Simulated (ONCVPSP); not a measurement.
H (Z = 1): one change to an ONCV potential, before and after

H, optimised norm-conserving Vanderbilt (ONCV), made with ONCVPSP 4.0.1 (PBE, scalar-relativistic). Core none, reference 1s1. Waves: 1s: rc 1.50 bohr, ncon 5, nbas 9, qcut 7.5 1/bohr, 2 projectors, debl 2.1 Ha; p scattering state at 0.16 Ha: rc 1.35 bohr, ncon 5, nbas 10, qcut 5 1/bohr, local. Local part: the p channel. Core correction: none.

Change: s: qcut 8.5.

Cutoffs: the cutoffs (Ha) at which the residual kinetic energy of the hardest occupied pseudo-wave falls to 1 and 0.1 mHa per electron; they do not see the model core or the augmentation charge, which bear on the density cutoff. Errors are all-electron minus pseudo energies relative to the spin-unpolarised reference configuration.

Task: Predict the effect on cutoff, ghosts and configuration errors.

Result: The potential gets harder (14 Ha and 20 Ha → 15 Ha and 22 Ha); neither file shows a bound ghost. The waves are optimised to have the least kinetic energy above qcut, so the cutoff follows it (qcut²/2 in Ha).

```tsv
quantity	base	changed
cutoff, loose	14 Ha	15 Ha
cutoff, tight	20 Ha	22 Ha
bound ghosts	none	none
GHOST(+) flags under 300 eV	none	none
error for 1s0.5, meV [ΔE 4.76 eV]	+2.5	+2.0
s: phases at 1.52 bohr within 0.05 rad from the reference energy up to (Ha; the scan ends near 5)	to the end of the scan	to the end of the scan
p: phases at 1.37 bohr within 0.05 rad from the reference energy up to (Ha; the scan ends near 5)	to the end of the scan	to the end of the scan
```
